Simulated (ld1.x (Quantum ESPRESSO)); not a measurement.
# silver: TM pseudisation with LDA (PZ), scalar-relativistic reference atom.

- Element: silver (Ag)
- Generator: ld1.x (Quantum ESPRESSO) 7.5
- Type: norm-conserving Troullier–Martins (Kleinman–Bylander form)
- Functional: LDA (PZ)
- Relativity: scalar-relativistic
- Frozen core: [Ar] 3d10 4s2
- Valence charge: 17
- Reference configuration: 4p6 4d8 5s0 5p0 (charge +3)
- Partial waves: 4p (bound): rc 0.90 bohr; 4d (bound): rc 1.85 bohr; 5s (bound, empty): rc 1.55 bohr
- Local potential: the s channel
- Core correction: none

All-electron outer shells of the reference configuration (LDA (PZ), scalar-relativistic, ld1.x):

```tsv
shell	level (eV)	outermost node (bohr)	outermost maximum (bohr)
4s	-133.71	0.44	0.82
4p	-96.92	0.44	0.87
4d	-43.97	0.43	1.01
5s	-31.75	1.08	2.09
5p	-23.83	1.19	2.40
```

Calculated quality:

```
Cutoffs needed           : 160 Ry and 260 Ry (the cutoffs (Ry, on a coarse ladder) from which the occupation-weighted sum of valence levels, in a spherical-Bessel basis at the reference potential, stays within 10 and 1 mRy of its value at 400 Ry)
Ghost test               : no extra level below or beside the all-electron valence levels (p, d, s, f tested) (spherical-Bessel basis up to 400 Ry, 20 bohr box)
Largest excitation error : -583 meV (all-electron minus pseudo) for 4p6 4d10 5s0 5p1, out of 7 test configurations
```

Generation and tests took about 2.9 s on one core of a shared server CPU.
